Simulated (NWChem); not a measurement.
Ionisation of benzenedithiol (C₆H₆S₂)

```xyz
14

S      3.1943     0.0000    -0.0820
C      1.4151     0.0000     0.0036
C      0.6982     0.0000     1.2090
C     -0.6982     0.0000     1.2090
C     -1.4151     0.0000     0.0036
S     -3.1943     0.0000    -0.0820
C     -0.6967     0.0000    -1.2038
C      0.6967     0.0000    -1.2038
H      3.4193     0.0000     1.2504
H      1.2273     0.0000     2.1654
H     -1.2273     0.0000     2.1654
H     -3.4193     0.0000     1.2504
H     -1.2311     0.0000    -2.1574
H      1.2311     0.0000    -2.1574
```
Charge 0, spin multiplicity 1.

Program: NWChem. All single points use one geometry, from B3LYP/def2-SVP, held to C2v symmetry and with no frequency check, so it may be a saddle point. It is one conformer; others weren't searched.

Basis set: def2-SVP. The species with one electron less has spin multiplicity 2 and keeps the geometry of the parent. Δ marks differences of total energies (open shells unrestricted). −ε marks an orbital energy of the parent. That orbital need not have the symmetry of the hole or added electron in the Δ rows.

B3LYP has NWChem's definition, with VWN1-RPA local correlation. The stability of the SCF solutions was not checked.

**Question.** Order these methods by the first vertical ionisation energy they give, lowest first: −ε(HOMO) of HF, −ε(HOMO) of BHandHLYP, −ε(HOMO) of B3LYP, −ε(HOMO) of PBE, ΔB3LYP, ΔBHandHLYP.

**Answer.** −ε(HOMO) of PBE (4.87 eV), −ε(HOMO) of B3LYP (5.63 eV), −ε(HOMO) of BHandHLYP (6.70 eV), ΔB3LYP (7.54 eV), ΔBHandHLYP (7.67 eV), −ε(HOMO) of HF (7.95 eV)
